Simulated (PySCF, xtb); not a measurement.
F4Zr, SMILES [F][Zr+]([F])([F])[F] (connectivity only; charge and spin as stated), charge +1, multiplicity 2.

Harmonic wavenumbers (cm⁻¹) from GFN2-xTB (xtb) at its own minimum, in rising order: 114, 115, 115, 123, 123, 466, 466, 466, 473.

What does B3LYP-D3(BJ)/def2-SVP run with PySCF give at its own minimum? (An estimate is asked for; the answer gives what the named calculation found.)

70, 114, 128, 166, 307, 350, 597, 764, 783. Paired by order, the mean absolute difference is 126 cm⁻¹ and the zero-point energies are 3.5 and 4.7 kcal/mol.
